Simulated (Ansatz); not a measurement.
```yaml
crystal:
  periodic: [false, false, false]
  atoms:
    - {symbol: Sn, position_ang: [-1.647964, 1.590495, -1.643083]}
    - {symbol: Sn, position_ang: [1.585939, -1.657492, -1.639615]}
    - {symbol: Sn, position_ang: [-1.628347, -1.642946, 1.660196]}
    - {symbol: Sn, position_ang: [1.636352, 1.651650, 1.659482]}
    - {symbol: Sn, position_ang: [-3.252875, -0.028903, 0.010943]}
    - {symbol: Sn, position_ang: [0.006462, -3.237542, -0.006254]}
    - {symbol: Sn, position_ang: [-0.043167, -0.012992, -3.256927]}
    - {symbol: Sn, position_ang: [0.005925, 3.227660, -0.023199]}
    - {symbol: Sn, position_ang: [3.258033, 0.035590, -0.021224]}
    - {symbol: Sn, position_ang: [0.014971, -0.026628, 3.269026]}
    - {symbol: H, position_ang: [-2.623682, 2.640831, -2.608805]}
    - {symbol: H, position_ang: [2.700251, -2.654273, -2.622483]}
    - {symbol: H, position_ang: [-2.625735, -2.621168, 2.623769]}
    - {symbol: H, position_ang: [2.619854, 2.619717, 2.680088]}
    - {symbol: H, position_ang: [-4.234302, -1.003834, -1.027754]}
    - {symbol: H, position_ang: [-4.259728, 1.004615, 1.027639]}
    - {symbol: H, position_ang: [-0.976425, -4.235206, -0.949778]}
    - {symbol: H, position_ang: [0.982008, -4.317893, 0.948524]}
    - {symbol: H, position_ang: [-0.991716, -0.975633, -4.272187]}
    - {symbol: H, position_ang: [1.018143, 0.985829, -4.221102]}
    - {symbol: H, position_ang: [0.974165, 4.282780, -1.025158]}
    - {symbol: H, position_ang: [-0.985190, 4.388985, 0.972745]}
    - {symbol: H, position_ang: [4.299736, 0.967983, -1.013747]}
    - {symbol: H, position_ang: [4.366690, -0.999707, 1.002146]}
    - {symbol: H, position_ang: [-0.989173, 0.983012, 4.274545]}
    - {symbol: H, position_ang: [0.972093, -0.996758, 4.264500]}
basis:
  gaussian: {orbitals: def2-SVPD, fitting: {mean_field: def2-universal-jkfit}}
hamiltonian: {xc: {name: CAM-B3LYP}}
scf: {omitted_lower_state_checks: [starts]}
```

```sh
$ ansatz run in.yaml --threads 2 --pin off --events-out ev --progress --plain --max-ram 32768MiB --backend cuda --devices 0, --max-vram 18GiB
```

Shortened log:

```
Functional definition: CAM-B3LYP
2468 factors; integrals over basis functions are off by at most 3.6e-1 eV
2468 factors; integrals over basis functions are off by at most 3.6e-6 eV
mean field evaluation 1: about -58571.1602 eV, gradient 2.0e1 eV
mean field evaluation 2: about -58571.8110 eV, gradient 1.6e1 eV
mean field evaluation 4: about -58572.6343 eV, gradient 8.7e-1 eV
mean field evaluation 8: about -58572.6331 eV, gradient 1.5e-2 eV
mean field -58572.63309492 eV, -2152.5045642815 hartree, gradient 7.0e-5 eV, S^2 0.000000; 0 other end points of the search recorded, 0 dependent functions left out
reference -58572.63339505 eV, -2152.5045753111 hartree; 118, 118 occupied and 330, 330 virtual orbitals, 2468 factors
Total energy: -58572.63339505 eV, -2152.5045753111 hartree
Checks for a lower state left out: starts
```

Run time 14 s (2 threads of AMD EPYC 7R13 on a shared host and a share (18 GiB) of an NVIDIA H100 80GB HBM3), peak host memory 0.94 GiB.

In the def2 sets Sn takes a core potential; there is no spin–orbit coupling.
